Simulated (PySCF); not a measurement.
Work out the structure from these simulated measurements.

Formula: C4H8Cl2O2Si.

* Dipole: 1.15 D [PBE0/pcSseg-1]
* 13C NMR: chemical shifts (computed TMS as zero) by class: 138.2 (1 C), 122.8 (1 C), 60.6 (1 C), 37.5 (1 C) ppm [GIAO PBE0/pcSseg-1]
* Rotational structure: rotational constants A, B, C: 1.035, 0.672, 0.437 GHz [GFN2-xTB]
* NMR, other nuclei: isotropic shieldings of nuclei other than C and H, by class: 240 (1 O), 246 (1 O), 371 (1 Si), 914 (1 Cl), 948 (1 Cl) ppm [GIAO PBE0/pcSseg-1]
* 1H NMR: chemical shifts (computed TMS as zero) by class: 5.93 (1 H), 5.48 (1 H), 5.32 (1 H), 4.22 (3 H), 3.21 (1 H), 2.91 (1 H) ppm [GIAO PBE0/pcSseg-1]

Gas-phase values; electronic properties from PySCF, density fitting. Levels stand in brackets. Isolated species at its GFN2-xTB geometry (one conformer only). Each NMR value is the plain mean over a class of atoms that symmetry, rotation or inversion makes alike.

Question: What is the compound? Reason from the data.

Answer: Numbering: `[CH3:1][O:2]/[CH:3]=[CH:4]\[O:5][Si@@H:6]([Cl:7])[CH2:8][Cl:9]`. Its formula, C4H8Cl2O2Si, gives 1 degree of unsaturation: 0 rings and 1 π bond in the structure found. 4 carbons fall into 4 classes; from least to most shielded: vinylic carbon bearing oxygen [C3] (138.2 ppm), vinylic carbon bearing oxygen [C4] (122.8 ppm), methoxy carbon [C1] (60.6 ppm), sp3 C–Cl carbon [C8] (37.5 ppm). Hydrogen classes from least to most shielded: 1 H on a vinylic carbon bearing oxygen, C4 (5.93 ppm), 1 H on a vinylic carbon bearing oxygen, C3 (5.48 ppm), 1 H on a chlorine-bound silicon, Si6 (5.32 ppm), 3 H on a methoxy carbon, C1 (4.22 ppm, a mean of values up to 0.6 ppm apart in this geometry), 1 H on an sp3 C–Cl carbon, C8 (3.21 ppm), 1 H on an sp3 C–Cl carbon, C8 (2.91 ppm). The other shieldings belong to: 240 ppm, ether oxygen [O2]; 246 ppm, silyl ether oxygen [O5]; 371 ppm, chlorine-bound silicon [Si6]; 914 ppm, silicon-bound chlorine [Cl7]; 948 ppm, alkyl chlorine [Cl9]. The optimised geometry has point group C1 and is an asymmetric top. Structure: `CO/C=C\O[Si@@H](Cl)CCl`. Computed isomers that give other values at the same levels: `ClC(Cl)[SiH]1OCCCO1` (13C chemical shifts (computed TMS as zero) by class: 67.4 (2 C), 67.4 (1 C), 35.7 (1 C) ppm). The assignments are read from this structure; whether some other isomer fits the data as well wasn't checked. The mirror image fits equally.

Conformer computed: `[CH3:1][O:2]/[CH:3]=[CH:4]\[O:5][Si@@H:6]([Cl:7])[CH2:8][Cl:9]`: C1–O2–C3–C4 -2°, C3–C4–O5–Si6 170°, C4–O5–Si6–Cl7 -177°, O5–Si6–C8–Cl9 65°.
